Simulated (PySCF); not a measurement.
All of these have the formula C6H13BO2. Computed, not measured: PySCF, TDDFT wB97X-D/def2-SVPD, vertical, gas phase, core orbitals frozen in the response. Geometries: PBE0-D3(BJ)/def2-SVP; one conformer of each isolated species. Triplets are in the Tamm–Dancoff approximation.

Task: Rank by computed lowest triplet energy, highest first.
A. `C=C(C)COB(C)OC`
B. `CC(C)(C)[C@H]1COBO1`
C. `B(OC)C1(CCC1)OC`
D. `CC/C=C\B(OC)OC`
E. `CCC[C@@H]1CCOBO1`
F. `C=C(CC)B(OC)OC`

Result: E (7.37 eV), B (7.13 eV), C (5.27 eV), A (4.47 eV), F (4.15 eV), D (3.99 eV).

```tsv
SMILES	T1 (eV)	f (S1)	gap (eV)	S1 (eV)	HOMO (eV)	S1 mainly
CCC[C@@H]1CCOBO1	7.37	0.025	12.18	8.01	-10.23	H→L (55%)
CC(C)(C)[C@H]1COBO1	7.13	0.015	11.85	7.80	-9.90	H→L (62%)
COBC1(OC)CCC1	5.27	0.004	10.35	5.60	-8.69	H→L (90%)
C=C(C)COB(C)OC	4.47	0.009	10.65	7.01	-8.82	H→L (50%)
C=C(CC)B(OC)OC	4.15	0.214	10.61	6.59	-9.18	H→L (68%)
CC/C=C\B(OC)OC	3.99	0.408	10.33	6.31	-9.13	H→L (88%)
```

H and L stand for HOMO and LUMO.
